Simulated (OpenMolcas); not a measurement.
Nd.

```
Program             : OpenMolcas
Basis               : ANO-RCC-VDZP [7s6p4d2f1g]
Scalar Hamiltonian  : DKH2, point nucleus
Active space        : 4 electrons in 7 orbitals (4f)
State averaging     : 2S+1 = 5 even, 35 roots; 2S+1 = 3 even, 210 roots (117 in the spin-orbit step); 2S+1 = 1 even, 196 roots (75 in the spin-orbit step)
Spin-orbit coupling : RASSI with atomic mean-field integrals over the reference wave functions, term energies averaged over their components
```

Two sets of levels on these reference wave functions, in cm⁻¹ above 4f⁴ 6s² ⁵I₄: one from CASSCF and one from MS-CASPT2, IPEA 0.25 Eh, imaginary shift 0.1 Eh (closed shells correlated: 5s 5p 6s).

| Level | Set 1 | Set 2 |
| --- | --- | --- |
| 4f⁴ 6s² ⁵I₄ | 0.0 | 0.0 |
| 4f⁴ 6s² ⁵I₅ | 1175 | 1203 |
| 4f⁴ 6s² ⁵I₆ | 2500 | 2540 |
| 4f⁴ 6s² ⁵I₇ | 3930 | 3960 |
| 4f⁴ 6s² ⁵I₈ | 5450 | 5450 |
| 4f⁴ 6s² ⁵F₁ | 14440 | 11510 |
| 4f⁴ 6s² ⁵F₂ | 14850 | 11910 |
| 4f⁴ 6s² ⁵F₃ | 15530 | 12600 |
| 4f⁴ 6s² ⁵S₂ | 16130 | 13980 |
| 4f⁴ 6s² ⁵F₄ | 16360 | 13420 |
| 4f⁴ 6s² ³K₆ | 17390 | 14950 |
| 4f⁴ 6s² ⁵F₅ | 17450 | 14520 |
| 4f⁴ 6s² ³K₇ | 18570 | 16160 |
| 4f⁴ 6s² ³K₈ | 19950 | 17560 |
| 4f⁴ 6s² ³H₄(1) [65 %] | 20320 | 16780 |
| 4f⁴ 6s² ⁵G₂ | 21520 | 18190 |

Which set is which?

Set 2 is MS-CASPT2. Its levels of the other terms of 4f⁴ 6s² lie at 0.80 to 0.88 of the other set's values, as expected, since terms of lower spin or lower L gain more correlation energy than the Hund ground term. Against 9 measured levels (NIST Handbook of Basic Atomic Spectroscopic Data) the mean absolute deviation is 940 cm-1 with it and 2600 cm-1 without; single levels miss by up to 1600 cm-1 with it.

CASPT2 breaks the degeneracy within a term, and the mean is taken; among the terms shown or strongly mixed into the levels shown the widest spread is 1400 cm-1 (4f⁴ 6s² ⁵I, MS-CASPT2). High states are left out of the spin-orbit mixing, which shifts the levels that they would mix with. With the s shell closed, the reference lacks s² → p² mixing. Without dynamic correlation excited terms often stand tens of per cent too high (terms of higher spin than the ground term too low), and those without a measured partner can miss by more than the paired ones (holds for CASSCF). Blocks of more than 70 roots (2S+1 = 3 even, 1 even) ran without multistate coupling (holds for MS-CASPT2). The CASPT2 spread within a term exceeds the gap to the next term for 4f⁴ 6s² ⁵G and 4f⁴ 6s² ³G, so the order of their levels is uncertain, and so are names and mixing where such terms share a J (holds for MS-CASPT2). Measured partners are found by configuration, term and J. A level has none where our copy of the source lacks it or the pairing is in doubt (some pairs that miss far off the trend of their configuration count as doubtful), and it then counts in no deviation. Only configurations of the active space appear. The table leaves out levels that lie high or whose names do not pair safely across all columns.

A share in square brackets marks a mixed level and gives the weight of the term that names it, the lowest over the columns. A number in round brackets counts repeated terms of one configuration in the order of the reference energies.
